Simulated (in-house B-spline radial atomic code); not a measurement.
How numerical settings move a run on Ag II (Ag+), [Kr] 4d10. Computed with an all-electron radial atomic-structure program (B-spline basis): non-relativistic PW91, spin-polarised, spherical fractional occupations, point nucleus.

Command:
```bash
python run_scf.py task.json out
```
Settings of the sound reference run:
```
Z                47
electrons        46
configuration    [Kr] 4d10
hamiltonian      nr
method           pw91,pw91
spin_polarised   True
knot_spacing     0.22
spline_order     8
gauss_points     12
box_radius       35.29
max_iterations   70
damping          0.5
damped_steps     3
diis_vectors     10
tolerance        1e-08
start            Thomas-Fermi
```

Cost of the run: 0.25 s on 1 thread of Arm Neoverse V1, on a shared host.

It converges in 10 iterations to -5200.115221 hartree, with 4d up at -15.95 eV. The other runs change the listed settings, some to values that make no sense; their results aren't properties of the atom or ion. Radii are in bohr (the nuclear one in fm), a minus after a letter asks for a j subshell, and «unchanged» means within 1e-8 hartree. The run stops when the residual is below 10 × tolerance × max(1, Z/10), or a noise floor if that is larger, and the energy moves by less than 1e-8 × √|E| hartree; so very loose and very tight tolerances often act alike.

| changed settings | outcome |
| --- | --- |
| spline_order = 4 | converged in 9 iterations, energy +2.69e-03 hartree from the reference, 4d up level -2.8e-04 eV |
| spline_order = 10 | converged in 9 iterations, energy -3.94e-06 hartree from the reference, 4d up level -5.8e-05 eV |
| max_iterations = 60, damped_steps = 8, diis_vectors = 0, start = bare nucleus | converged in 22 iterations, energy unchanged, 4d up level +9.5e-06 eV |
| spline_order = 6, max_iterations = 100, start = bare nucleus | converged in 12 iterations, energy +5.74e-06 hartree from the reference, 4d up level -2.9e-05 eV |
| diis_vectors = 2 | converged in 13 iterations, energy unchanged, 4d up level -4.7e-06 eV |
| start = bare nucleus | converged in 12 iterations, energy unchanged, 4d up level +1.9e-05 eV |
| spline_order = 7 | converged in 9 iterations, energy -4.08e-06 hartree from the reference, 4d up level -8.6e-05 eV |
| max_iterations = 50, damping = 0.2, tolerance = 1e-10 | converged in 13 iterations, energy unchanged, 4d up level +1.1e-05 eV |
| spline_order = 3, gauss_points = 5, first_knot = 0.00213, max_iterations = 100, damped_steps = 8 | converged in 14 iterations, energy +1.53e-01 hartree from the reference, 4d up level -6.1e-03 eV |
| spline_order = 3 | converged in 10 iterations, energy +1.51e-01 hartree from the reference, 4d up level -6.1e-03 eV |
| spline_order = 3, max_iterations = 3 | not converged after 3 iterations, last residual 2.8e-02, last energy +1.90e-01 hartree from the reference |
| hamiltonian = dirac, method = hf, spin_polarised = False, nucleus = fermi, rms_radius = 4.5454, mass_number = 107, atomic_mass = 106.9051, speed_of_light = 51.71739 | converged in 11 iterations to -6647.6200 hartree, a different physical problem |
| spline_order = 5 | converged in 10 iterations, energy +8.32e-05 hartree from the reference, 4d up level -1.0e-05 eV |

What happens with diis_vectors = 0?

Converged in 18 iterations, energy unchanged, 4d up level +1.0e-05 eV.

What happens with electrons = 47, configuration = [Kr] 4d11, max_iterations = 75?

Stopped with error: shell 4d holds at most 5 electrons (per spin).

What happens with electrons = 47, configuration = [Kr] 4d10 5s-1, max_iterations = 100?

Stopped with error: j subshells need the Dirac Hamiltonian and l > 0.

What happens with spline_order = 6?

Converged in 10 iterations, energy +5.74e-06 hartree from the reference, 4d up level -4.8e-05 eV.
